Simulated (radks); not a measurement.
Q: Species: Te6+. Configuration: [Kr] 4d9 5p1 (not the ground configuration). All-electron calculation, non-relativistic Kohn-Sham, PBE, spin-polarised, spherical densities, point nucleus; open shells are filled with parallel spins first (spin-orbit coupling, left out, can overturn this in heavy ions); relativity is left out, which matters for an element this heavy. Program: a radial shooting solver on a logarithmic mesh with Libxc functionals. Some entries of the table are withheld. Estimate them.

| orbital | occ. | eigenvalue (Ry) | <1/r> (bohr^-1) | <r> (bohr) |
|---|---|---|---|---|
| 1s up | 1 | -2240.308 | 51.47 | 0.02924 |
| 1s down | 1 | -2240.304 | 51.47 | 0.02924 |
| 2s up | 1 | -340.5426 | 11.80 | 0.1260 |
| 2s down | 1 | -340.5146 | 11.80 | 0.1260 |
| 2p up | 3 | -319.9387 | 11.81 | 0.1074 |
| 2p down | 3 | -319.9158 | 11.81 | 0.1074 |
| 3s up | 1 | -72.49717 | 4.289 | 0.3356 |
| 3s down | 1 | -72.48153 | 4.289 | 0.3356 |
| 3p up | 3 | -63.89173 | 4.213 | 0.3262 |
| 3p down | 3 | -63.87374 | 4.214 | 0.3261 |
| 3d up | 5 | -47.91711 | 4.079 | 0.2968 |
| 3d down | 5 | -47.89151 | 4.079 | 0.2968 |
| 4s up | 1 | -17.13956 | 1.750 | 0.7876 |
| 4s down | 1 | -17.04913 | 1.751 | 0.7873 |
| 4p up | 3 | -14.14857 | 1.652 | (1) |
| 4p down | 3 | -14.05705 | 1.653 | (2) |
| 4d up | 5 | -9.04711 | 1.427 | (3) |
| 4d down | 4 | -8.95179 | 1.429 | (4) |
| 5p up | 1 | (5) | 0.6742 | 1.940 |
| 5p down | 0 | (6) | 0.6772 | 1.932 |

A: 
(1) 4p up <r> (bohr): 0.8225
(2) 4p down <r> (bohr): 0.8220
(3) 4d up <r> (bohr): 0.9235
(4) 4d down <r> (bohr): 0.9221
(5) 5p up eigenvalue (Ry): -4.91856
(6) 5p down eigenvalue (Ry): -4.78760
